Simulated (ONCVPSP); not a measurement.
## Ranking ONCV potentials for argon

All share these settings but for the change named:

argon, optimised norm-conserving Vanderbilt (ONCV), made with ONCVPSP 4.0.1 (PW91, non-relativistic). Core [Ne], reference 3s2 3p6. Waves: 3s: rc 1.20 bohr, ncon 3, nbas 7, qcut 6.2 1/bohr, 2 projectors, debl 1 Ha; 3p: rc 1.10 bohr, ncon 3, nbas 8, qcut 9 1/bohr, 2 projectors, debl 2.5 Ha; d scattering state at 0.09 Ha: rc 1.25 bohr, ncon 4, nbas 7, qcut 8.3 1/bohr, 1 projector. Local part: polynomial inside 1.05 bohr (lpopt 1, dvloc0 3 Ha). Core correction: none.

Test errors are all-electron minus pseudo excitation energies from the reference, over 3s2 3p5; 3s2 3p4; 3s2 3p3; 3s2 3p2. None of these files shows a bound ghost.

The base gives 157.0 meV.

Of 9 variants that were run, those that failed, showed a ghost or another fault, or gave nearly equal values are left out.

A variant can come out equal or close to the base, since the largest error may sit in a test that the change hardly touches while other tests move.

(1) Rank these variants by their largest absolute test error, smallest first.
A. core correction Teter function, fcfact 4, rcfact 1.5
B. p: rc 1.26
C. all radii scaled by about 1.27 (s 1.52, p 1.40, d 1.58 bohr); local potential polynomial inside 1.32 bohr (lpopt 1, dvloc0 3 Ha)

## Answers

(1) A (122.2 meV), B (166.5 meV), C (197.6 meV).
